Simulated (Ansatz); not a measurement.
Frontier orbitals of F₃GeH, SMILES `[F][GeH]([F])[F]`.

Total charge 0; spin multiplicity 1. Correlated methods include outer-core shells of Ge, which these sets cover unevenly. Scalar relativity is left out up to krypton. Geometry: relaxed with PBE0-D4/def2-TZVP. Basis def2-TZVPP, Ansatz 0.2.0.

Orbital energies of one run (eV). Highest occupied ones, from the top: -10.15, -10.48, -10.69, -10.69, -11.05, -11.05, -12.35, -12.56, -12.56, -15.55, -31.36, -31.36, -32.46, -33.50. Empty: -1.32, -0.19, -0.19, 1.85, 4.24, 6.18.

**Question.** Which functional gave them?
A. revPBE
B. B97M-V
C. r2SCANh
D. HSE06 (plane-wave form)

**Answer.** B. HOMO energies: B97M-V -10.15, HSE06 -10.94, revPBE -9.50, r2SCANh -10.70 eV.
